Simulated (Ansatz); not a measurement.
The same path of C$_{2}$H$_{6}$FNOSi (12 atoms, charge 0, multiplicity 1) was run twice with different band settings. The coordinate that changes most is the dihedral H10–Si2–O3–C4.

All numbers below come from RKS B3LYP-D4/cc-pVDZ (Ansatz 0.2.0).

Relaxed end points:

```xyz
12
Properties=species:S:1:pos:R:3
C -0.661 -1.715 1.094
Si 0.375 -0.587 0.025
O -0.518 0.890 -0.058
C -0.127 1.982 -0.730
N 0.888 2.237 -1.433
F -1.054 2.927 -0.564
H -1.650 -1.879 0.638
H -0.164 -2.692 1.209
H -0.804 -1.276 2.093
H 1.713 -0.283 0.616
H 0.554 -1.098 -1.368
H 1.525 1.438 -1.488
```

```xyz
12
Properties=species:S:1:pos:R:3
C -0.379 -1.435 0.840
Si 0.373 -0.757 -0.736
O -0.392 0.742 -1.134
C -0.296 1.854 -0.393
N 0.481 2.193 0.541
F -1.240 2.708 -0.792
H -1.456 -1.622 0.707
H 0.109 -2.383 1.121
H -0.249 -0.721 1.669
H 1.840 -0.509 -0.583
H 0.101 -1.597 -1.932
H 1.183 1.472 0.727
```

Common settings: movable images 5; climbing image yes; spring 5.0 eV/Å²; optimiser quadratic models (default); start path IDPP; iteration limit 60; end points relaxed.

| run | force threshold |
| --- | --- |
| 1 | 0.05 eV/Å |
| 2 | 0.2 eV/Å |

(1) What does each run give, and how far can it be trusted?

Answers

(1) Run 1: converged after 6 iterations, highest image 0.038 eV above the first end. A vibrational analysis at the climbing image gives one clearly imaginary mode, 52i cm⁻¹: a first-order saddle point.
Run 2: converged after 5 iterations, highest image 0.038 eV above the first end. The threshold of 0.2 eV/Å is loose, so the images may lie well off the minimum-energy path. Another band between the same ends (5 images) ends at a top of the same energy, where a vibrational analysis finds 1 clearly imaginary mode.
